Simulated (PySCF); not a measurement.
Computed NMR parameters against published values

Mapped SMILES: `[CH3:1][O:2][c:3]1[cH:4][cH:5][cH:6][o:7]1` (H(Xn): hydrogen on atom n).

Published estimates (parent shift plus substituent increments) and measurements: δ $^{1}$H H(C6) 6.85; H(C5) 6.24; H(C4) 5.12 ppm (estimated from measurements, as parent shift plus tabulated substituent increment; solution, not stated per compound (mostly CDCl3 or CCl4); Pretsch, Buehlmann, Badertscher, Structure Determination of Organic Compounds, 4th ed. (2009)).

How the numbers were obtained: KT3/pcSseg-2 with gauge-including orbitals, structure optimised with PBE0-D3(BJ)/def2-TZVP, in PySCF 2.14.0 with density-fitted response routines (one conformer, no solvent, non-relativistic Hamiltonian, one averaged value for each set of equivalent atoms).

**Question.** Set the calculated values beside the experiment.

**Answer.** 
Reference values: estimated from measurements, as parent shift plus tabulated substituent increment (solution, not stated per compound (mostly CDCl3 or CCl4); Pretsch, Buehlmann, Badertscher, Structure Determination of Organic Compounds, 4th ed. (2009)).
```csv
atoms,quantity,reference,computed,"computed, scaled"
H(C6),δ $^{1}$H,6.85,7.04,6.88
H(C5),δ $^{1}$H,6.24,6.42,6.28
H(C4),δ $^{1}$H,5.12,5.22,5.12
```

Computed shifts are σ(ref) − σ with the named reference compound (TMS for H and C) calculated as an isolated molecule at the same level. The measured values may be among those fitted. Shieldings were converted by linear fits to measured shifts (mostly CDCl3, TMS scale, for H and C): $^{1}$H (scatter 0.14 ppm rms, 0.16 ppm with the 4 outliers that the fit left out). Occasional misses reach two or three times the rms, and more in compound classes unlike the fitted ones.

**Question.** How far are the unscaled $^{1}$H shifts from the references?

**Answer.** Mean signed difference +0.16 ppm, mean absolute 0.16 ppm over 3 comparisons; the largest is +0.19 ppm at H(C6) (hydrogen on an aromatic CH next to the ring oxygen).
